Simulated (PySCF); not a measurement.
**Stationary points of SbCl₄⁺**

These are results of B3LYP/[Sb def2-SVP with ECP28, Cl def2-SVP], scalar-relativistic core potentials, density fitting, no spin–orbit coupling, PySCF, not measurements.

Relaxations began from a few typed shapes. The search is not exhaustive: other isomers or separated fragments can lie lower, and high-lying points may rest on an excited occupation.

```csv
spin,group,bonds,angles,imaginary modes (cm⁻¹),ΔE (kJ/mol),ΔE with ZPE (kJ/mol)
singlet,Td,Sb–Cl 2.296 Å (×4),Cl–Sb–Cl 109.5° (×6),none,0.0,0.0
singlet,D4h,Sb–Cl 2.339 Å (×4),"Cl–Sb–Cl 90.0° (×4), Cl–Sb–Cl 180.0° (×2)",95i,175.6,–
```

The lowest minimum found is the singlet Td: Sb–Cl 2.296 Å (×4); Cl–Sb–Cl 109.5° (×6).

Counting electrons, antimony keeps none of its valence electrons outside its bonds, so the VSEPR class is AX4 and the expected shape is tetrahedral (Td), as computed.
